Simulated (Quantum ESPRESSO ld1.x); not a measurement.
The numbers below are computed, except where a source is named.
Species: the osmium anion Os0.25-. Configuration: [Xe] 4f14 5d7.25 6s1 (fractional occupations, a model configuration). Level of theory: scalar-relativistic Kohn-Sham, relativistic LDA (MacDonald-Vosko exchange, VWN5 correlation), spin-unpolarised, spherical densities, point nucleus (ld1.x of Quantum ESPRESSO 7.5).

Normalised radial functions P(r) = r R(r), r in bohr:

```
   r/bohr * 4p, o 4f (the largest magnitude, 1.62, reaches the edge; | marks zero, & curves that meet)
 0.001223                             &
 0.001929                             &
 0.003068                             o*
 0.004879                             o*
 0.007698                             o *
  0.01224                             o   *
  0.01947                             o       *
  0.03072                             o          *
  0.04886                             o         *
  0.07709                             * o
   0.1226              *              |    o
    0.195                   *         |            o
   0.3077                             |                  * o
   0.4893                             |                     o    *
    0.772                             |         *   o
    1.228                             |*    o
    1.953                             *o
    3.081                             &
      4.9                             &
    7.793                             &
```

4p: eigenvalue -464.85 eV, 2 radial nodes at r = 0.0774, 0.231 bohr, <r> = 0.460 bohr, 90 % of the charge inside 0.669 bohr. 4f: eigenvalue -47.965 eV, 0 radial nodes, <r> = 0.557 bohr, 90 % of the charge inside 0.909 bohr.
